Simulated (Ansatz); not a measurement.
```yaml
crystal:
  periodic: [false, false, false]
  atoms:
    - {symbol: O, position_ang: [0.226745, -1.051490, 1.415510]}
    - {symbol: P, position_ang: [1.360263, 0.114972, 1.172328]}
    - {symbol: O, position_ang: [1.722131, -0.174630, -0.405589]}
    - {symbol: P, position_ang: [0.652406, -0.319071, -1.646346]}
    - {symbol: O, position_ang: [-0.378924, -1.422878, -0.996266]}
    - {symbol: P, position_ang: [-1.095264, -1.343863, 0.481994]}
    - {symbol: O, position_ang: [-1.722119, 0.174641, 0.405609]}
    - {symbol: P, position_ang: [-0.917406, 1.547965, -0.007980]}
    - {symbol: O, position_ang: [0.378937, 1.422887, 0.996255]}
    - {symbol: O, position_ang: [-0.226758, 1.051487, -1.415516]}
basis:
  gaussian: {orbitals: pcseg-2, fitting: {mean_field: cc-pVTZ-jkfit}}
magnetization: {spin_polarized: true, initial_magnetization: 0}
hamiltonian: {xc: {name: HF}}
correlation: {method: mp2}
```

```sh
$ ansatz run in.yaml --threads 2 --pin off --events-out ev --progress --plain --max-ram 22528MiB --backend cuda --devices 0, --max-vram 18GiB
```

Output, abridged:

```
Functional definition: HF
  name "HF"
  cite "Fock, Z. Phys. 61, 126 (1930) doi:10.1007/BF01340294"
  parent pbe
  exchange = exact_x
  correlation = 0
958 factors; integrals over basis functions are off by at most 8.6e-1 eV
mean field evaluation 1: about -49316.7212 eV, gradient 4.8e1 eV
mean field evaluation 2: about -49322.6813 eV, gradient 2.7e1 eV
mean field evaluation 4: about -49325.0393 eV, gradient 7.1e-1 eV
mean field -49325.04530779 eV, -1812.6619813446 hartree, gradient 1.7e-6 eV, S^2 0.000000; 0 other end points of the search recorded, 0 dependent functions left out
26 core orbitals not correlated: weight in the atoms' cores, before any rotation towards them, 1.000 or more for the frozen orbitals, at most 0.000 for the correlated occupied ones
reference -49325.04530779 eV, -1812.6619813446 hartree; 28, 28 occupied and 262, 262 virtual orbitals, 958 factors
second order -51.13314371 eV of doubles, -0.00000000 eV of singles
Total energy: -49376.17845150 eV, -1814.5410897167 hartree
```

Hardware: 2 threads of an AMD EPYC 7R13 on a shared host and a share of an NVIDIA H100 80 GB. Wall time 2.6 s, peak host memory 0.84 GiB.
